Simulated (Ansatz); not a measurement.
`[F][GeH2][SH]` + `BO` → `B[O][GeH2][F]` + H₂S at 700 K and 1 bar (ligand exchange at a Ge–S bond).

Program: Ansatz. Geometries: PBE0-D4/def2-TZVP. ΔE: electronic, gas phase. CCSD(T)/CBS is the MP2 limit (def2-TZVPP, def2-QZVPP) plus CCSD(T) − MP2 in def2-TZVPP, frozen cores. This one scheme is used for every species. For Ge outer-core shells are correlated without core-valence functions, which leaves a few kJ/mol of doubt a bond. Scalar relativity is left out up to krypton. Each species was taken in one conformer, which may not be the lowest.

```
        species  CCSD(T)/CBS energy (Eh)  H − E (kJ/mol)  S (J/(mol·K))
`[F][GeH2][SH]`              -2575.53651           125.5          383.9
           `BO`               -101.80414           126.4          277.4
`B[O][GeH2][F]`              -2278.36226           179.7          422.8
            H₂S               -398.97279            64.8          236.9
```

H − E and S are ideal-gas, rigid-rotor, harmonic terms from PBE0-D4/def2-TZVP, for one conformer and one mirror image of each species. 1 Eh = 2625.50 kJ/mol, R = 8.31446 J/(mol·K).

Task: By hand: ΔE, ΔH, ΔS and ΔG.

Result: ΔE = (-2278.36226) + (-398.97279) − (-2575.53651) − (-101.80414) = 0.00560 Eh = 14.7 kJ/mol. Δ(H − E) = 179.7 + 64.8 − 125.5 − 126.4 = -7.4, so ΔH = 7.3 kJ/mol. ΔS = 422.8 + 236.9 − 383.9 − 277.4 = -1.6 J/(mol·K). ΔG = 7.3 − 700 × (-1.6)/1000 = 8.4 kJ/mol.

Task: By hand: the equilibrium constant, and the temperature at which ΔG would vanish if ΔH and ΔS stayed fixed.

Result: log₁₀ K = −ΔG/(RT ln 10) = -0.6. ΔH and −TΔS have one sign here, so there is no such temperature.

The number of gas molecules stays the same, so ΔS is small and ΔH decides. A doubt of 5 kJ/mol in ΔE shifts log₁₀ K by 0.4 here. Other conformers and mirror images would add mixing entropy, several J/(mol·K) or more a flexible species. Modes under 60 cm⁻¹, often nearly free rotors, make the harmonic entropy too high. These are equilibria of isolated gas molecules and say nothing of rates. Largest T1 diagnostic: 0.014 (customary marks: 0.02 for closed shells, 0.045 for open ones).

ΔS is within the doubt of such terms, so its sign, and with it that verdict, could turn.
